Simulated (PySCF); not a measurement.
A calculated (M06-2X, PySCF 2.14, aug-cc-pVTZ, no relativity, point nucleus) atom or ion has these occupied shells.

```
shell  electrons  orbital energy (eV)  rms radius, mean of both spins (bohr)
 1s α          1              -8210.7                                 0.0635
 1s β          1              -8210.7                                 0.0635
 2s α          1              -988.40                                  0.269
 2s β          1              -987.43                                  0.269
 2p α          3              -863.85                                  0.239
 2p β          3              -863.08                                  0.239
 3s α          1              -114.26                                  0.812
 3s β          1              -112.81                                  0.812
 3p α          3              -75.439                                  0.859
 3p β          3              -73.584                                  0.859
 3d α          5              -10.038                                   1.27
 3d β          4               -8.623                                   1.27
 4s α          1               -5.588                                   3.49
```

Name the element and its charge.

Ni (nickel, neutral), in [Ar] 3d9 4s1, high-spin 3D determinant (an excited configuration).
